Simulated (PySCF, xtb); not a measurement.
H6O2P2Sn, SMILES [OH][Sn]([OH])([PH2])[PH2].

GFN2-xTB (xtb 6.7.1) at its own geometry gives an orbital gap of 2.08 eV and a dipole moment of 2.35 D.

Coordinates come from a B3LYP-D3(BJ)/def2-SVP optimisation. The structure was generated by enumeration; whether it is a known compound was not checked. The def2 effective core potentials stand for the cores of Sn; spin–orbit coupling is left out. The values are those of a single conformer.

What does PBE/def2-TZVP in PySCF give? (Estimate from the structure and the level; the computed values follow.)

gap 3.92 eV (levels -6.31 and -2.39 eV), dipole 1.33 D.
